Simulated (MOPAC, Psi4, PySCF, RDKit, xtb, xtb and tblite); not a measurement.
Torsional profile of SMILES [SiH3][SiH2]c1cccs1 (C4H8SSi2), singlet. Scanned: dihedral Si1–Si2–C3–S7; all other coordinates were relaxed at GFN2-xTB. Points at φ and −φ are mirror images.

Geometry of the scan point at 165° (Å):
```
15

Si    -2.7597    -0.7617     0.1060
Si    -1.2896     0.8382    -0.6739
C      0.4714     0.2984    -0.3105
C      0.9088    -0.6740     0.5409
C      2.3123    -0.8142     0.5780
C      2.9379     0.0583    -0.2531
S      1.8220     1.0613    -1.0888
H     -2.4290    -2.1198    -0.3347
H     -2.8232    -0.8098     1.5699
H     -4.1218    -0.4900    -0.3569
H     -1.3624     1.0651    -2.1247
H     -1.4629     2.1626    -0.0551
H      0.2365    -1.2774     1.1272
H      2.8294    -1.5302     1.1922
H      3.9886     0.1764    -0.4305
```

Levels: GFN2-xTB (xtb and tblite); MMFF94 // GFN2-xTB (RDKit); PBE/def2-SVP // GFN2-xTB (Psi4); UFF // GFN2-xTB (RDKit); PM6, restricted, heats of formation // GFN2-xTB (MOPAC); AM1, restricted, heats of formation // GFN2-xTB (MOPAC); GFN1-xTB // GFN2-xTB (xtb); RKS-B3LYP/6-31G* = restricted B3LYP/6-31G*, spherical d, density fitting // GFN2-xTB (PySCF 2.14.0); RMP2/6-31G* = restricted MP2 (frozen core)/6-31G*, spherical d // GFN2-xTB (PySCF); RKS-B3LYP/3-21G = restricted B3LYP/3-21G, density fitting // GFN2-xTB in PySCF; RHF/STO-3G = PySCF with restricted Hartree-Fock/STO-3G // GFN2-xTB.

Least-squares fit of E(φ) = a0 + Σ (a_n cos nφ + b_n sin nφ), n = 1 to 4, to the 24 scan points, in kJ/mol above the lowest point of each profile (levels whose profile four harmonics don't fit are not listed):

```
method              a0     a1    b1     a2    b2     a3    b3     a4    b4  rms of fit
----------------  ----  -----  ----  -----  ----  -----  ----  -----  ----  ----------
GFN2-xTB          0.91   0.59  0.00   0.61  0.00   0.79  0.00   0.06  0.00        0.01
MMFF94            4.16  -1.92  0.00   3.73  0.00   0.83  0.00   0.33  0.00        0.09
PBE/def2-SVP      1.07   0.00  0.00   1.07  0.00   0.46  0.00   0.43  0.00        0.15
UFF               1.16   0.98  0.00   0.09  0.00  -0.61  0.00  -0.02  0.00        0.06
PM6               0.58  -0.72  0.00   0.39  0.00  -0.12  0.00   0.13  0.00        0.04
AM1               1.90  -0.63  0.00   1.93  0.00  -0.77  0.00   0.33  0.00        0.06
GFN1-xTB          1.44  -0.22  0.00  -0.75  0.00   0.78  0.00  -0.04  0.00        0.06
RKS-B3LYP/6-31G*  1.47   0.59  0.00   1.74  0.00   0.73  0.00   0.62  0.00        0.15
RMP2/6-31G*       1.23   0.46  0.00   1.38  0.00   0.59  0.00   0.79  0.00        0.19
RKS-B3LYP/3-21G   1.28   0.05  0.00   0.62  0.00   1.01  0.00   0.20  0.00        0.14
RHF/STO-3G        1.38   1.74  0.00   0.96  0.00   0.60  0.00   0.07  0.00        0.03
```

MMFF94 has few fitted parameters for silicon.
